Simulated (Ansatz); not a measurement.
Relaxation of the cluster SiAu4 with UKS r2SCAN-D4/def2-SVP.

```sh
$ ansatz run in.yaml --threads 4 --pin off --events-out ev --progress --plain --max-ram 8704MiB
```

```yaml
crystal:
  periodic: [false, false, false]
  atoms:
    - {symbol: Au, position_ang: [-1.530687, -0.795574, 1.348862]}
    - {symbol: Au, position_ang: [2.106658, -0.465123, 0.376393]}
    - {symbol: Au, position_ang: [-0.509617, 1.652775, -1.343344]}
    - {symbol: Au, position_ang: [-0.190335, -1.123439, -1.093984]}
    - {symbol: Si, position_ang: [0.123981, 0.731370, 0.712073]}
basis:
  gaussian: {orbitals: def2-SVP}
magnetization: {spin_polarized: true, initial_magnetization: 2}
hamiltonian: {xc: r2scan, dispersion: d4}
scf: {lower_state_search: "off"}
output: {orbitals: {seedname: orbitals}}
relax: {f_tol: 0.02, max_steps: 100}
```

It took 39 s on 4 threads of Intel Xeon Platinum 8259CL on a shared host.

Positions (Å) and forces (eV/Å) at steps 1, 2, 3, 4 of 4:

```xyz
5
step=1 energy=-22656.4868 eV
Au   -1.531   -0.796    1.349   -0.104    0.315    0.547
Au    2.107   -0.465    0.376    0.306    0.353    0.437
Au   -0.510    1.653   -1.343    0.011    0.592    0.243
Au   -0.190   -1.123   -1.094   -0.055   -0.324   -0.315
Si    0.124    0.731    0.712   -0.158   -0.937   -0.912
5
step=2 energy=-22656.7856 eV
Au   -1.595   -0.760    1.491    0.289    0.264   -0.113
Au    2.226   -0.413    0.469   -0.347    0.207    0.057
Au   -0.522    1.812   -1.337    0.110   -0.163    0.357
Au   -0.208   -1.228   -1.196    0.087    0.513    0.500
Si    0.100    0.589    0.574   -0.139   -0.821   -0.800
5
step=3 energy=-22656.8973 eV
Au   -1.593   -0.726    1.529   -0.006   -0.010   -0.003
Au    2.237   -0.379    0.505    0.006   -0.009   -0.006
Au   -0.518    1.852   -1.306   -0.003   -0.002   -0.012
Au   -0.205   -1.212   -1.180   -0.019   -0.113   -0.110
Si    0.079    0.465    0.452    0.023    0.135    0.132
5
step=4 energy=-22656.8994 eV
Au   -1.591   -0.728    1.523   -0.005   -0.005    0.002
Au    2.233   -0.381    0.501    0.006   -0.004   -0.001
Au   -0.518    1.846   -1.307   -0.002    0.003   -0.007
Au   -0.206   -1.216   -1.184    0.003    0.019    0.019
Si    0.081    0.479    0.466   -0.002   -0.012   -0.012
```

In the def2 sets Au takes a core potential; there is no spin–orbit coupling. At r2SCAN-D4/def2-SVP a singlet of charge 0 lies 1.31 eV below the triplet, each at its own geometry. The structure comes from a short search, and lower isomers may exist.
